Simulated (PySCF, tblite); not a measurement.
Isomers of C3H10N2SSi2, one GFN2-xTB conformer each. Single-point energies are computed at PBE0/pcSseg-1 (PySCF, gas phase, no added dispersion term), electronic only.

```tsv
SMILES	GFN2-xTB relative energy (kcal/mol)
CS[Si@@H](N)[SiH2]CC#N	1.1
CS[Si@@H](CC#N)[SiH2]N	0.0
```

Conformers: `[CH3:1][S:2][Si@@H:3]([NH2:4])[SiH2:5][CH2:6][C:7]#[N:8]` with C1–S2–Si3–N4 -61°, S2–Si3–N4–H -43° and 178°, S2–Si3–Si5–C6 -127°, Si3–Si5–C6–C7 -47°; `[CH3:1][S:2][Si@@H:3]([CH2:4][C:5]#[N:6])[SiH2:7][NH2:8]` with C1–S2–Si3–C4 180°, S2–Si3–C4–C5 -178°, S2–Si3–Si7–N8 -137°, Si3–Si7–N8–H 177° and -40°.

What does PBE0/pcSseg-1 give for the same structures?

| SMILES | PBE0/pcSseg-1 E (Eh) | PBE0/pcSseg-1 (kcal/mol) | GFN2-xTB (kcal/mol) | point group |
| --- | --- | --- | --- | --- |
| CS[Si@@H](N)[SiH2]CC#N | -1206.34091 | 0.0 | 1.1 | C1 |
| CS[Si@@H](CC#N)[SiH2]N | -1206.33492 | 3.8 | 0.0 | C1 |

GFN2-xTB puts CS[Si@@H](CC#N)[SiH2]N lowest instead. 

Which frontier levels, dipoles and rotational constants go with these structures?

```json
{"SMILES": "CS[Si@@H](N)[SiH2]CC#N", "HOMO (eV, PBE0/pcSseg-1)": "-6.95", "LUMO (eV)": "-0.80", "dipole (D)": "3.14", "A, B, C (MHz)": "2088, 675.0, 605.8"}
{"SMILES": "CS[Si@@H](CC#N)[SiH2]N", "HOMO (eV, PBE0/pcSseg-1)": "-6.95", "LUMO (eV)": "-1.03", "dipole (D)": "2.79", "A, B, C (MHz)": "1610, 798.1, 571.9"}
```

What happens when harmonic zero-point energies from GFN2-xTB frequencies are added?

```csv
SMILES,ZPE (kcal/mol),electronic (kcal/mol),with ZPE (kcal/mol)
CS[Si@@H](N)[SiH2]CC#N,78.3,0.0,0.0
CS[Si@@H](CC#N)[SiH2]N,78.2,3.8,3.6
```

The zero-point energies span 0.1 kcal/mol. The order is unchanged.
